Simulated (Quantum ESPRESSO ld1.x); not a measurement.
Values are calculated unless marked as measured or tabulated.
All-electron atom: the caesium ion Cs8+ in [Kr] 4d10 5s1.

Level of theory: scalar-relativistic Kohn-Sham, BLYP, spin-unpolarised, spherical densities, point nucleus (ld1.x of Quantum ESPRESSO 7.5).

Energy parts (eV):
total: -211487.0
kinetic: 222861.4
electron-nucleus: -506622.1
Hartree: 77426.2
exchange-correlation: -5152.4

Orbitals (lengths in bohr, moments of r in powers of bohr):
| orbital | occ. | eigenvalue (eV) | <r^2> |
|---|---|---|---|
| 1s | 2 | -35916.914 | 0.0009249 |
| 2s | 2 | -5726.459 | 0.01483 |
| 2p | 6 | -5148.657 | 0.01177 |
| 3s | 2 | -1276.316 | 0.1021 |
| 3p | 6 | -1090.382 | 0.1022 |
| 3d | 10 | -817.440 | 0.08828 |
| 4s | 2 | -326.731 | 0.5395 |
| 4p | 6 | -266.952 | 0.6121 |
| 4d | 10 | -179.550 | 0.7730 |
| 5s | 1 | -119.359 | 2.560 |

The highest occupied level is 5s at -119.36 eV. Summed over all electrons, <r^2> = 16.84 bohr^2, which gives a Langevin (diamagnetic) susceptibility term of -13.3 x 10^-6 cm^3/mol.
